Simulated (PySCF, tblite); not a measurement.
Compound: C7H6BFO2.
Atom-mapped SMILES: `[OH:1][B:2]1[O:3][CH2:4][c:5]2[cH:6][c:7]([F:8])[cH:9][cH:10][c:11]21` (hydrogens: H12 on O1; H13, H14 on C4; H15 on C6; H16 on C9; H17 on C10)

Geometry (GFN2-xTB, Å), atoms numbered from 1 in this order:
```xyz
17
C7H6BFO2 angstrom
O     -2.7030    1.6493   -0.3154
B     -1.8534    0.6160   -0.2286
O     -2.2198   -0.6831   -0.5043
C     -1.1325   -1.5689   -0.3347
C      0.0401   -0.7351    0.0926
C      1.3243   -1.1547    0.3807
C      2.2296   -0.1796    0.7626
F      3.4948   -0.5523    1.0527
C      1.8934    1.1614    0.8610
C      0.6010    1.5578    0.5644
C     -0.3366    0.6103    0.1775
H     -3.5907    1.4119   -0.5847
H     -0.9460   -2.0863   -1.2829
H     -1.4002   -2.3161    0.4215
H      1.6272   -2.1882    0.3197
H      2.6445    1.8723    1.1679
H      0.3202    2.5972    0.6332
```

Jobs on this species (17 atoms, 78 electrons) with PySCF (density fitting) and tblite. Hardware of each: one thread of an Intel Xeon Platinum 8375C at 2.90 GHz, no GPU, on a shared host. The host was shared with other jobs, so the times are rough.

| level and settings | work | basis functions | SCF cycles | wall time |
| --- | --- | --- | --- | --- |
| PBE0/pcSseg-1 | shieldings, ring-centre shieldings, charges and field gradients, density and orbital grids written | 217 | ? | ? |
| GFN2-xTB | L-BFGS relaxation | – | – | 0.68 s |
| GFN2-xTB | Hessian by finite differences | – | – | 0.73 s |

Problem. Fill in the missing figures.

Solution. 
- PBE0/pcSseg-1; shieldings, ring-centre shieldings, charges and field gradients, density and orbital grids written: 61 s, 14 SCF cycles

Problem. What do all jobs in the table cost together?

Solution. About 62 s; the longest takes about 98 % of that, and about 90 times as long as the shortest.
